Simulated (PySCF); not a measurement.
MnO4 (charge -1 and singlet state).
SMILES with atom numbers: `[O:1]=[Mn:2](=[O:3])(=[O:4])[O-:5]`

Theory: TDDFT PBE0/def2-SVPD, vertical, gas phase, core orbitals frozen in the response in PySCF 2.14.0, density-fitted response routines. Isolated species at its PBE0-D3(BJ)/def2-SVP geometry, gas phase.

Each state is given a Gaussian of 0.5 eV full width at half maximum, with ε(max) = 2.175×10⁸ f / Δν̃ (Δν̃ the width in cm⁻¹). The cross-section is σ = 3.8235×10⁻²¹ ε cm², given in Mb (10⁻¹⁸ cm²). The width is an assumption, not a result. The curve ends short of the highest state used, and states not computed would add to its high-energy end.

λ (nm), σ (Mb) and a bar:
```
    355.9       1.84 #########
    361.7       2.66 #############
    367.6       3.59 ##################
    373.4       4.48 ######################
    379.3       5.25 ##########################
    385.1       5.78 #############################
    391.0       6.03 ##############################
    396.8       5.98 ##############################
    402.7       5.65 ############################
    408.5       5.14 ##########################
    414.3       4.49 ######################
    420.2       3.78 ###################
    426.0       3.09 ###############
    431.9       2.45 ############
    437.7       1.89 #########
    443.6       1.42 #######
    449.4       1.05 #####
    455.2       0.76 ####
    461.1       0.54 ###
    466.9       0.37 ##
    472.8       0.26 #
    478.6       0.17 #
    484.5       0.12 #
    490.3       0.08 
    496.2       0.05 
    502.0       0.03 
    507.8       0.02 
    513.7       0.01 
    519.5       0.01 
    525.4       0.01 
    531.2       0.00 
    537.1       0.00 
    542.9       0.00 
    548.8       0.00 
    554.6       0.00 
    560.4       0.00 
    566.3       0.00 
    572.1       0.00 
    578.0       0.00 
    583.8       0.00 
    589.7       0.00 
    595.5       0.00 
    601.4       0.00 
    607.2       0.00 
    613.0       0.00 
    618.9       0.00 
    624.7       0.00 
    630.6       0.00 
    636.4       0.00 
    642.3       0.00 
    648.1       0.00 
    653.9       0.00 
    659.8       0.00 
    665.6       0.00 
    671.5       0.00 
    677.3       0.00
```

Task: Locate the maxima and give the states behind the curve.

Result: 393 nm (3.16 eV), ε about 1600, made up of S4 (33%), S5 (33%) and S6 (33%) (ε in L mol⁻¹ cm⁻¹; maxima over ε = 5, shares over 10%). The states used: S1 2.58 eV (f 0.0000); S2 2.58 eV (f 0.0000); S3 2.58 eV (f 0.0000); S4 3.16 eV (f 0.0098); S5 3.16 eV (f 0.0098); S6 3.16 eV (f 0.0098); S7 4.08 eV (f 0.0000); S8 4.08 eV (f 0.0000); S9 4.08 eV (f 0.0000).

Task: On this curve, what absorbance would a 10⁻⁵ mol/L sample give at 365 nm over a 1 cm path?

Result: 365 nm is 3.397 eV, where ε is about 830 L mol⁻¹ cm⁻¹, so A = ε c l ≈ 0.0083 (Beer–Lambert, with the gas-phase spectrum and the assumed width).

Task: Coming from long wavelengths, where does ε first pass 100 L mol⁻¹ cm⁻¹?

Result: At about 467 nm (2.66 eV), 0.08 eV above S1.

Task: Does any computed singlet lie in the visible range?

Result: 6 computed singlets (S1 to S6) lie in the visible range (380 to 750 nm), the largest f among them at 393 nm, f = 0.0098; light of that wavelength is violet, and its complementary colour is yellow-green; a Tamm–Dancoff triplet lies at 612 nm, without intensity as long as spin–orbit coupling is left out.

No detachment energy is given for this anion; states above it aren't bound, and a finite basis only mimics them.
